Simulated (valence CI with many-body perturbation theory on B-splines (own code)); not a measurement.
Tm18+: what each term of the Hamiltonian does

Calculated by valence CI with perturbative core correlation (CI+MBPT): five valence electrons over a frozen Dirac-Fock core [Kr] 4d10, a basis of 7 s, 7 p, 7 d, 7 f, 4 g, 2 h functions for each j, with the one-electron correlation potential Σ1 (screened to all orders), the two-electron term Σ2, the three-electron term Σ3, Breit, model QED; selected single and double excitations, second order for the rest (own B-spline code, finite nucleus).

No measured levels were compared; by estimate terms of the open shell hold to a few per cent of their energy, and close levels can change places. Core correlation moves these levels by up to 3700 cm⁻¹, and in measured spectra 5 to 20 % of such shifts remained as error; rates that hang on mixing are uncertain with them. Among the levels kept, up to 1100 cm⁻¹ of a level comes from second order outside the variational space, and about a tenth of that is noise between levels of different J, which matters for small intervals. Only levels of the ground parity were solved; by the run's estimate the other parity begins above the list, which can be wrong where configurations are misplaced.

Each rung adds one term. CI alone is the Dirac-Coulomb CI over the frozen core; QED comes last and gives the full result, which names the levels. Energies are above 4f⁵ ⁶H°_5/2 on the same rung, in cm⁻¹.

Names give the largest LS component (configuration and term), which can be under half, so a name can repeat, a term be missing and a line seem to break the LS rules; names also repeat where a configuration has a term twice. Letters in brackets count levels of one name in rising energy.

| Level | CI alone | + Σ1 | + Σ2 | + Σ3 | + Breit | Full |
| --- | --- | --- | --- | --- | --- | --- |
| 4f⁵ ⁶H°_7/2 | 4165 | 4386 | 4843 | 4870 | 4385 | 4415 |
| 4f⁵ ⁶H°_9/2 | 8604 | 9026 | 9872 | 9904 | 8938 | 8994 |
| 4f⁵ ⁶H°_11/2 | 13074 | 13663 | 14823 | 14844 | 13414 | 13490 |
| 4f⁵ ⁶F°_1/2 | 15475 | 15793 | 15774 | 15833 | 15376 | 15414 |
| 4f⁵ ⁶F°_3/2 | 15662 | 15956 | 15969 | 16029 | 15614 | 15647 |
| 4f⁵ ⁶F°_5/2 | 16701 | 16972 | 16986 | 17009 | 16618 | 16645 |
| 4f⁵ ⁶H°_13/2 | 17447 | 18168 | 19580 | 19575 | 17695 | 17786 |
| 4f⁵ ⁶F°_7/2 | 20126 | 20592 | 20933 | 21046 | 20212 | 20266 |
| 4f⁵ ⁶H°_15/2 | 21568 | 22378 | 23953 | 23887 | 21616 | 21714 |
| 4f⁵ ⁶F°_9/2 | 24550 | 25218 | 25828 | 26001 | 24694 | 24774 |
| 4f⁵ ⁶F°_11/2 | 29332 | 30177 | 31006 | 31187 | 29425 | 29525 |
| 4f⁵ ⁴G°_5/2 [a] | 33618 | 33926 | 34670 | 34358 | 34104 | 34126 |
| 4f⁵ ⁴F°_3/2 | 36744 | 37212 | 38720 | 38650 | 38210 | 38251 |
| 4f⁵ ⁴M°_15/2 [a] | 40213 | 40508 | 40034 | 39642 | 38434 | 38454 |
| 4f⁵ ⁴I°_9/2 | 42277 | 42786 | 43541 | 43000 | 42165 | 42211 |
| 4f⁵ ⁴G°_7/2 [a] | 41295 | 41917 | 43318 | 43106 | 42267 | 42326 |
| 4f⁵ ⁴I°_11/2 [a] | 43436 | 43941 | 44262 | 43858 | 42870 | 42914 |
| 4f⁵ ⁴L°_13/2 [a] | 44304 | 44771 | 44484 | 44097 | 42930 | 42966 |
| 4f⁵ ⁴M°_17/2 | 47462 | 48092 | 48017 | 47823 | 45843 | 45904 |

**Question.** How does the ionisation energy move along the ladder, and which term matters most?

**Answer.** CI alone 431.38, + Σ1 434.31, + Σ2 443.24, + Σ3 443.27, + Breit 443.28, + QED 443.31 eV. The largest step is Σ2, 8.93 eV. NIST lists 460 ± 24 eV (theoretical).
